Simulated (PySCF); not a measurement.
chloro(disilanyl)silane (ClH₇Si₃), SMILES [SiH3][SiH2][SiH2]Cl. Atoms are numbered in the order given.

```xyz
11

Si    -2.2028     0.1566     0.5104
Si    -0.2896     1.4843     0.1781
Si     1.5626     0.0422     0.1895
Cl     0.9805    -1.6513    -0.8996
H     -1.9945    -0.7142     1.7040
H     -3.4039     1.0127     0.7392
H     -2.4291    -0.6965    -0.6896
H     -0.3644     2.1881    -1.1372
H     -0.1422     2.5051     1.2604
H      1.8993    -0.3950     1.5735
H      2.7833     0.6080    -0.4492
```

Coordinates come from a B3LYP-D3(BJ)/def2-SVP optimisation. Other conformers were not sampled.

Two levels are set side by side: PBE/pcSseg-1 (PySCF) and HF/pcSseg-1 (PySCF). GIAO shifts against HCl (³⁵Cl), TMS (²⁹Si), TMS (¹H) at the same level; non-relativistic, no solvent, atoms listed together averaged. Without spin–orbit terms, shifts of atoms bonded to Cl or Br come out too high at both levels. Differences are taken from unrounded values.

| quantity | HF | PBE | PBE minus HF |
|---|---|---|---|
| δ(²⁹Si) of Si1 (ppm) | -93.3 | -111.2 | -18.0 |
| δ(²⁹Si) of Si2 (ppm) | -95.9 | -111.7 | -15.8 |
| δ(²⁹Si) of Si3 (ppm) | -18.0 | -11.8 | 6.2 |
| δ(³⁵Cl) of Cl4 (ppm) | -114.7 | -76.0 | 38.7 |

Rough cost on one machine, each run with all the roots and properties that it gave: HF against PBE within a factor of 2.
